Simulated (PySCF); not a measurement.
CrO2F, SMILES [O]=[Cr+](=[O])[F], charge +1, multiplicity 1.

Geometry optimised at PBE0-D3(BJ)/def2-SVP. The spin state was assumed, not searched. The isomer is the one that the SMILES or the coordinates give; other isomers of the formula were not compared.

Two levels are set side by side: TDDFT-PBE/def2-SVPD (PySCF) and TDDFT-B3LYP/def2-SVPD (PySCF). Vertical, same geometry. The lowest singlet is HOMO→LUMO 100 % with PBE and HOMO→LUMO 100 % with the other functional; states are paired by order. Differences are taken from unrounded values.

| quantity | TDDFT-PBE |
|---|---|
| lowest singlet excitation (eV) | 2.23 |
| lowest triplet excitation (TDA) (eV) | 1.99 |

**Question.** These are the TDDFT-PBE values. What does TDDFT-B3LYP give? (An estimate is asked for; the answer gives what the named calculation found.)

**Answer.** 
```
quantity                              TDDFT-B3LYP  TDDFT-PBE minus TDDFT-B3LYP
------------------------------------  -----------  ---------------------------
lowest singlet excitation (eV)               2.41                        -0.18
lowest triplet excitation (TDA) (eV)         2.16                        -0.17
```

Functionals without exact exchange tend to place singlet excitations lower, as here. Differences between two approximate levels are no errors against the true value.

Rough cost on one machine, each run with all the roots and properties that it gave: TDDFT-B3LYP against TDDFT-PBE about 3 times.
